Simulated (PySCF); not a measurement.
Delta-SCF ions had no search for a lower state. Excitations are Tamm–Dancoff values on a coarser integration grid. The basis has no diffuse functions, so Rydberg states are missing or too high.

HCl3Si, SMILES `Cl[SiH](Cl)Cl` (charge 0, multiplicity 1)

Method: r2SCAN-D4/def2-TZVP in PySCF 2.14.0.

```
Property                                                               Result
--------------------------------------  -------------------------------------
HOMO                                                                 -8.35 eV
dipole moment                                                          0.75 D
LUMO                                                                 -0.73 eV
HOMO–LUMO gap                                                         7.62 eV
S1 excitation (TDA)                                                   7.75 eV
S1 oscillator strength                                                  0.000
T1 excitation (TDA)                                                   7.29 eV
S1–T1 gap (TDA)                                                       0.46 eV
vertical ionisation energy (Delta-SCF)                               11.23 eV
total energy                                                     -45464.51 eV
cost                                    about 3 core-minutes (a rough figure)
```

Bonds (Å): Cl1–Si2 2.033, Si2–Cl3 2.033, Si2–Cl4 2.033, Si2–H5 1.468. Bond angles (°): Cl1–Si2–Cl3 109.6, Cl1–Si2–Cl4 109.6, Cl1–Si2–H5 109.4, Cl3–Si2–Cl4 109.6, Cl3–Si2–H5 109.4, Cl4–Si2–H5 109.4.
